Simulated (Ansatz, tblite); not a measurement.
Removing and adding an electron: the cluster WO4H2 (the lowest singlet isomer of a short search). Total charge 0; singlet. Geometry: PBE-D4/def2-SVP. Ansatz, gas phase; energy differences of separate SCF runs; the oxidised species was run as a doublet alone; the reduced species was run as a doublet alone.

```xyz
7

W    -0.039    0.218   -0.087
O     0.563    0.031   -1.939
O    -0.194    1.796    0.560
O    -0.883    0.130   -1.804
O    -0.447   -1.174    1.121
H     1.654    0.149    0.077
H    -0.655   -1.151    2.072
```

In the def2 sets W takes a core potential; there is no spin–orbit coupling. The xTB rows come from tblite. The structure holds one bond between oxygen atoms, so isomers without such links may lie far lower. The structure comes from a short search, and lower isomers may exist.

```tsv
level	−HOMO (eV)	vertical IE (eV)	−LUMO (eV)	vertical EA (eV)	HOMO–LUMO gap (eV)	IE − EA (eV)	remarks
GFN2-xTB	11.55	14.98	7.71	4.73	3.84	10.25	–
PBE-D4/def2-TZVP	6.41	9.98	3.45	–	2.96	–	–
PBE-D4/def2-TZVPD	6.46	–	3.50	0.54	2.96	–	HOMO above zero (-1 doublet)
r2SCAN-D4/def2-TZVP	6.73	10.07	3.42	–	3.31	–	–
```

Question: Estimate the rows for GFN1-xTB, r2SCAN-D4/def2-TZVPD, PBE0-D4/def2-TZVP, PBE0-D4/def2-TZVPD.

Answer: 
| level | −HOMO (eV) | vertical IE (eV) | −LUMO (eV) | vertical EA (eV) | HOMO–LUMO gap (eV) | IE − EA (eV) | remarks |
| --- | --- | --- | --- | --- | --- | --- | --- |
| GFN1-xTB | 11.99 | 15.56 | 7.85 | 4.72 | 4.14 | 10.84 | – |
| r2SCAN-D4/def2-TZVPD | 6.75 | – | 3.44 | 0.61 | 3.31 | – | HOMO above zero (-1 doublet) |
| PBE0-D4/def2-TZVP | 8.01 | 10.17 | 2.74 | – | 5.27 | – | – |
| PBE0-D4/def2-TZVPD | 8.04 | – | 2.77 | 0.83 | 5.27 | – | HOMO above zero (-1 doublet) |

   A HOMO above zero means that the electron is unbound at that level or that self-interaction error raises the level; the energy of removing that electron tells which. Raw xTB energy differences between charge states are shifted by several eV; the methods need an empirical correction for them.
